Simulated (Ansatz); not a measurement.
```yaml
crystal:
  periodic: [false, false, false]
  atoms:
    - {symbol: Ga, position_ang: [0.703208, -1.459474, 2.741157]}
    - {symbol: Ga, position_ang: [0.203266, 0.091443, -0.519368]}
    - {symbol: Te, position_ang: [-2.113664, 1.197766, -0.042712]}
    - {symbol: Te, position_ang: [2.059174, -1.243353, 0.287671]}
    - {symbol: Te, position_ang: [-0.851984, 1.413619, -2.466747]}
basis:
  gaussian: {orbitals: def2-TZVP, initial_orbitals: start.molden}
total_charge: 1
magnetization: {spin_polarized: true, initial_magnetization: 1}
hamiltonian: {xc: {name: CAM-B3LYP}, dispersion: d4}
scf: {omitted_lower_state_checks: [starts]}
output: {orbitals: {seedname: orbitals}}
```

The file start.molden holds the orbitals of an earlier run on this structure, at another level or in another basis.

```sh
$ ansatz run in.yaml --threads 4 --pin off --events-out ev --progress --plain --max-ram 4787MiB
```

(1) Does this run fit into the memory that it is given?

Answers

(1) No. It has 246 basis functions, and Ansatz plans for 5.22 GiB where 4.67 GiB are given.
